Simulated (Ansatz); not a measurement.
Cost and result up the ladder for Li8H8 (16 atoms). The state is a singlet with charge 0. Geometry: r2SCAN-D4/def2-SVP.

```tsv
atom	x (Å)	y (Å)	z (Å)
Li1	-1.126	-1.567	2.295
Li2	-1.750	0.965	1.523
Li3	0.204	2.308	0.175
Li4	1.703	0.361	-1.330
Li5	-1.161	0.923	-1.301
Li6	0.046	-1.813	-0.468
Li7	1.607	-0.397	1.315
Li8	-2.357	-1.507	0.165
H9	3.373	1.330	-0.666
H10	1.735	-1.159	-0.437
H11	3.697	0.935	-1.241
H12	-2.571	-0.619	1.732
H13	-0.983	-2.584	0.824
H14	-1.575	2.026	0.101
H15	-1.365	-0.838	-1.184
H16	0.526	1.635	-1.504
```

Ansatz on 4 threads of Arm Neoverse V2 on a shared host. Times are rough, and most runs start from the orbitals of an earlier one. No level here is sound enough to serve as a yardstick. Binding counts from free atoms at the same level (Li doublet, H doublet; other spins of the atoms weren't run), without zero-point energy or a counterpoise term.

Correlated methods freeze no core orbitals; core or outer-core shells of Li are correlated, in sets that lack core-valence functions. In the singlet, H9 and H11 lie 0.77 Å apart (atoms count from 1), so H2 has formed as a molecule. Another isomer (singlet) lies 2.36 eV lower at PBE0-D4/def2-TZVP; other spin states weren't run for this one.

Correlated methods converge slowly with the basis.

```json
{"level": "LDA (SPW92)/def2-TZVP", "functions": "160", "wall time": "0.9 s", "binding energy per atom (eV)": "2.12", "remarks": "restricted SCF unstable in HF"}
{"level": "PBE0-D4/def2-TZVP", "functions": "160", "wall time": "1.6 s", "binding energy per atom (eV)": "1.91", "remarks": "restricted SCF unstable in HF"}
{"level": "PBE-D4/def2-TZVP (with forces)", "functions": "160", "wall time": "1.9 s", "binding energy per atom (eV)": "1.92", "remarks": "restricted SCF unstable in HF"}
{"level": "CAM-B3LYP-D4/def2-TZVP", "functions": "160", "wall time": "1.9 s", "binding energy per atom (eV)": "2.00", "remarks": "restricted SCF unstable in HF"}
{"level": "r2SCAN-D4/def2-TZVP", "functions": "160", "wall time": "3.2 s", "binding energy per atom (eV)": "1.94", "remarks": "restricted SCF unstable in HF"}
{"level": "CCSD(T)/def2-TZVP", "functions": "160", "wall time": "35 s", "binding energy per atom (eV)": "1.84", "remarks": "restricted SCF unstable"}
```
